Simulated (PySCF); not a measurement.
Two species compared at the same levels of theory.

First species: N-methylacetamide, C3H7NO.
Numbering: `[CH3:1][NH:2][C:3]([CH3:4])=[O:5]` (hydrogens: H6, H7, H8 on C1; H9 on N2; H10, H11, H12 on C4)

Cartesian coordinates in Å at the PBE0-D3(BJ)/def2-SVP level; atoms count from 1:
```xyz
12
C3H7NO angstrom
C      1.866    0.091    0.306
N      0.531   -0.397    0.079
C     -0.525    0.459    0.050
C     -1.872   -0.173   -0.229
O     -0.386    1.655    0.214
H      2.134    0.863   -0.432
H      1.966    0.547    1.304
H      2.578   -0.741    0.225
H      0.375   -1.386   -0.046
H     -2.624    0.317    0.404
H     -1.897   -1.258   -0.056
H     -2.146    0.024   -1.276
```

Second species: methyl 2-methylbutyrate, C₆H₁₂O₂.
Atom-mapped SMILES: `[CH3:1][CH2:2][C@@H:3]([CH3:4])[C:5](=[O:6])[O:7][CH3:8]` (hydrogens: H9, H10, H11 on C1; H12, H13 on C2; H14 on C3; H15, H16, H17 on C4; H18, H19, H20 on C8)

Levels: CAM-B3LYP/def2-SVPD for dipole moment, HOMO energy, LUMO energy, HOMO–LUMO gap, static isotropic polarisability and electronic spatial extent ⟨r²⟩ about the centre of nuclear charge; TDDFT CAM-B3LYP/def2-SVPD for lowest singlet excitation; PBE0-D3(BJ)/def2-SVP for rotational constant A and rotational constant C. Geometries: PBE0-D3(BJ)/def2-SVP. Each structure is a single optimised conformer of the isolated species, non-relativistic unless stated; the electronic structure was computed with PySCF and density fitting.

The conformers computed, where there is a choice (atom-mapped SMILES and torsion angles):
- `[CH3:1][NH:2][C:3]([CH3:4])=[O:5]`: C1–N2–C3–C4 179°
- `[CH3:1][CH2:2][C@@H:3]([CH3:4])[C:5](=[O:6])[O:7][CH3:8]`: C1–C2–C3–C4 173°, C2–C3–C5–O6 -30°, C3–C5–O7–C8 177°

```json
{"property": "dipole moment", "column X": "3.99 D", "column Y": "1.76 D"}
{"property": "HOMO energy", "column X": "-8.82 eV", "column Y": "-9.44 eV"}
{"property": "LUMO energy", "column X": "1.07 eV", "column Y": "1.19 eV"}
{"property": "HOMO–LUMO gap", "column X": "9.89 eV", "column Y": "10.63 eV"}
{"property": "lowest singlet excitation", "column X": "5.80 eV", "column Y": "5.92 eV"}
{"property": "static isotropic polarisability", "column X": "50.2 au", "column Y": "80.3 au"}
{"property": "electronic spatial extent ⟨r²⟩ about the centre of nuclear charge", "column X": "456 bohr²", "column Y": "1162 bohr²"}
{"property": "rotational constant A", "column X": "10.126 GHz", "column Y": "2.975 GHz"}
{"property": "rotational constant C", "column X": "2.924 GHz", "column Y": "1.140 GHz"}
```

Which column belongs to which species?

Column X is the first species and column Y the second. The first has 12 atoms and 40 electrons, the second 20 and 64.

How does each property change from the first species to the second?

dipole moment -2.23 D; HOMO energy -0.62 eV; LUMO energy +0.12 eV; HOMO–LUMO gap +0.74 eV; lowest singlet excitation +0.12 eV; static isotropic polarisability +30.1 au; electronic spatial extent ⟨r²⟩ about the centre of nuclear charge +706 bohr²; rotational constant A -7.151 GHz; rotational constant C -1.784 GHz.

On the first: In atomic units the dipole is 1.57 e·bohr (1 au = 2.5417 D). No computed singlet falls in the visible range (750 to 380 nm, 1.65 to 3.26 eV); S1 lies 2.54 eV above its blue end.

On the second: The polarisability is 11.90 Å³ as a volume (1 au = 0.148185 Å³), or 1.25 au for each of the 64 electrons.
